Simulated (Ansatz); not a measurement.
A run for Ansatz (a quantum-chemistry and plane-wave program): R-PBE/def2-TZVPP on H2SeTe (SMILES [SeH][TeH]), a point of a torsion scan. Elements past Kr take the def2 small-core potentials; no spin–orbit coupling.

Ansatz 0.2 input:
```yaml
crystal:
  periodic: [false, false, false]
  atoms:
    - {symbol: Se, position_ang: [-1.20779564, 0.69592375, 0.39232826]}
    - {symbol: Te, position_ang: [1.17051867, 0.59993529, -0.34784208]}
    - {symbol: H, position_ang: [-1.68397278, -0.45318892, -0.34261695]}
    - {symbol: H, position_ang: [1.06859466, 2.09461410, -1.01981482]}
basis:
  gaussian:
    orbitals: def2-TZVPP
hamiltonian:
  xc: {name: PBE}
scf: {lower_state_search: off}
```

It printed:

```
WARN ansatz: RAYON_NUM_THREADS=1 ignored (pool sized by the plan → 1); use --threads N
Functional definition: PBE
these checks for a lower state are left out or cut short: stability, starts, cluster_reference, orbital_swaps, neighbouring_geometries, increment
integrals: 0.04 GiB planned
891 factors; their error is unknown
mean field: 0.34 GiB planned
mean field evaluation 1: about -72665.3584 eV, gradient 1.5e1 eV
mean field evaluation 2: about -72665.1352 eV, gradient 1.7e1 eV
mean field evaluation 4: about -72665.9784 eV, gradient 1.5e0 eV
mean field evaluation 8: about -72665.9836 eV, gradient 4.5e-2 eV
mean field evaluation 16: about -72665.8301 eV, gradient 1.9e-4 eV
mean field -72665.83012097 eV, -2670.4200022770 hartree, gradient 4.0e-6 eV, S^2 0.000000; 0 other end points of the search recorded, 0 dependent functions left out
reference -72665.83015321 eV, -2670.4200034616 hartree; 30, 30 occupied and 96, 96 virtual orbitals, 891 factors
Total energy: -72665.83015321 eV, -2670.4200034616 hartree
Checks for a lower state left out: stability, starts, cluster_reference, orbital_swaps, neighbouring_geometries, increment
```

The calculation finished and met its thresholds.

Cost: around 1.1 core-seconds (rough).
